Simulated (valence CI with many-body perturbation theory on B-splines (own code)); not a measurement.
Results of a calculation; reference values are marked as such.
## Sc16+: input, log and results

Method: relativistic CI+MBPT: three valence electrons over a frozen Dirac-Fock core [He], a basis of 11 s, 11 p, 9 d, 7 f, 5 g, 2 h, 1 i functions for each j, with the one-electron correlation potential Σ1 (screened to all orders), the two-electron term Σ2, the three-electron term Σ3, Breit, model QED; selected single and double excitations, second order for the rest (own B-spline code, finite nucleus).

Command, and the settings that its task file holds:

```sh
python run_cv.py task.json out
```

```
atom Sc  Z=21  mass_number=45  rms_radius_fm=3.5459
core [He]
valence 2s2 2p1
avg = 1
basis = L
breit = 1
cap = 40000
capref = 1200
cscale = 1
de = 0.0
dress = 0
eps = 2e-08
h = 0.27
hh = 1
l2 = 3
lcore = 6
maxit = 60
n2 = 5
natural = 1
nlev = 60
nno = [7, 7, 6, 5, 4, 2, 1]
nroot = 26
nsp = [4, 4, 3, 2, 1, 0, 0]
pt2 = 1
qed = 1
rpa = 1
s1 = 1
s2 = 1
s3 = 1
screen = 1
tol = 2e-05
```

Task: Roughly how long does this run take on one core of Arm Neoverse V2, and how much memory?

Result: 100 s on 1 thread of Arm Neoverse V2, on a shared host, peak memory 0.68 GiB.

Log. The first blocks belong to the next ion, which gives the ionisation energy. Fields: 2J, parity (1 odd), roots, reference size, generating configurations, candidates as configurations/state functions, variational space P, stored matrix elements, Davidson steps; e2 is the range of second-order energies in hartree. The first line gives the box (bohr), its intervals, the orbitals and the steps of their self-consistent field. Window is the range of levels sought, series limit the energy at which the first omitted orbital would enter, core excitation an estimate of the first excitation out of the core, left out the lowest levels not solved, and shifts from estimates the range by which levels moved from their first estimate, all in cm⁻¹.

```
rmax 5.0 intervals 60 orbitals 81 references ['2s2 2p', '2s 2p2', '2p3'] scf 3 t 0.5
2J=0 par=0 roots 2 ref 18 generators 3 cand 364/364 P 354/354 nnz 0 it 0
2J=0 par=0 roots 2 ref 18 generators 6 cand 28/28 P 370/370 nnz 0 it 0
   second order: generators 11 cand 12/12 e2 -0.00000 -0.00000
reference levels 513, estimated 384, window 5655223 1/cm; series limit 7482307, core excitation 34047995
2J=1 par=1 roots 15 ref 48 generators 13 cand 6202/9297 P 5410/8000 nnz 6e+06 it 6
2J=1 par=1 roots 15 ref 48 generators 31 cand 9595/14808 P 6336/9460 nnz 8.3e+06 it 5
   second order: generators 75 cand 15547/23764 e2 -0.00003 -0.00000
2J=3 par=1 roots 21 ref 72 generators 16 cand 8422/16992 P 3998/7998 nnz 6.6e+06 it 8
2J=3 par=1 roots 21 ref 72 generators 38 cand 13624/29341 P 7418/15425 nnz 2.2e+07 it 8
   second order: generators 83 cand 22146/48744 e2 -0.00003 -0.00000
2J=1 par=0 roots 13 ref 50 generators 16 cand 6709/9937 P 4973/7379 nnz 5.3e+06 it 6
2J=1 par=0 roots 13 ref 50 generators 31 cand 6364/9564 P 5893/8788 nnz 7.3e+06 it 6
   second order: generators 67 cand 14504/22127 e2 -0.00002 -0.00000
2J=3 par=0 roots 15 ref 70 generators 14 cand 8430/16962 P 4051/8000 nnz 6.7e+06 it 7
2J=3 par=0 roots 15 ref 70 generators 29 cand 9480/19971 P 6751/13791 nnz 1.8e+07 it 9
   second order: generators 67 cand 19039/41380 e2 -0.00002 -0.00000
2J=5 par=0 roots 10 ref 66 generators 13 cand 9367/20961 P 3721/7999 nnz 7e+06 it 5
2J=5 par=0 roots 10 ref 66 generators 22 cand 11205/29122 P 6276/14020 nnz 1.9e+07 it 5
   second order: generators 47 cand 17851/47186 e2 -0.00003 -0.00000
2J=5 par=1 roots 13 ref 62 generators 11 cand 10678/25105 P 3657/8000 nnz 7e+06 it 10
2J=5 par=1 roots 13 ref 62 generators 23 cand 13672/36179 P 7047/16340 nnz 2.6e+07 it 10
   second order: generators 62 cand 19069/51306 e2 -0.00003 -0.00000
2J=7 par=0 roots 2 ref 41 generators 5 cand 7208/17913 P 2712/6163 nnz 4.6e+06 it 4
2J=7 par=0 roots 2 ref 41 generators 6 cand 7088/19250 P 3605/8443 nnz 8.5e+06 it 4
   second order: generators 16 cand 14025/38847 e2 -0.00003 -0.00002
2J=7 par=1 roots 6 ref 43 generators 6 cand 8599/22821 P 3410/8000 nnz 7.9e+06 it 8
2J=7 par=1 roots 6 ref 43 generators 13 cand 10332/29988 P 4994/12227 nnz 1.7e+07 it 5
   second order: generators 39 cand 17957/50944 e2 -0.00003 -0.00001
2J=9 par=1 roots 2 ref 20 generators 2 cand 4650/12614 P 2325/5404 nnz 3.7e+06 it 4
2J=9 par=1 roots 2 ref 20 generators 4 cand 5447/13997 P 2994/7241 nnz 6.7e+06 it 4
   second order: generators 13 cand 11497/32068 e2 -0.00002 -0.00001
2J=9 par=0 roots 1 ref 23 generators 2 cand 3134/8089 P 2043/4636 nnz 3.3e+06 it 4
2J=9 par=0 roots 1 ref 23 generators 4 cand 4569/12242 P 2502/5894 nnz 5.6e+06 it 4
   second order: generators 10 cand 8653/24317 e2 -0.00002 -0.00002
left out: unestimated 7815393, estimated 5971916, shifts from estimates -245 to 211
operators 0.2
```

The Davidson iterations converged.

No measured levels were compared; by estimate levels of excited configurations hold to 0.05 to 0.15 % of their energy, terms of the ground configuration to about 0.5 %.

```yaml
Valence_energy: -132.1178 hartree
Ionisation_energy: "1093.6 eV (NIST: 1093.5 ± 0.4 eV (semi-empirical))"
Reference_configurations_for_the_orbitals: 2s2 2p, 2s 2p2, 2p3
Radial_orbitals: 81
Box_radius: 4.958 bohr
Largest_variational_space: 16340
Lowest_levels: 2s²2p ²P°_1/2 0, 2s²2p ²P°_3/2 45645, 2s2p² ⁴P_1/2 288170, 2s2p² ⁴P_3/2 306720, 2s2p² ⁴P_5/2 329270, 2s2p² ²D_3/2 516760, 2s2p² ²D_5/2 520730, 2s2p² ²S_1/2 632720, 2s2p² ²P_1/2 682570, 2s2p² ²P_3/2 695270, 2p³ ⁴S°_3/2 897000, 2p³ ²D°_3/2 1008200, 2p³ ²D°_5/2 1015400, 2p³ ²P°_1/2 1129400 cm⁻¹
```

Names give the largest LS component (configuration and term), which can be under half, so a name can repeat, a term be missing and a line seem to break the LS rules; names also repeat where a configuration has a term twice.
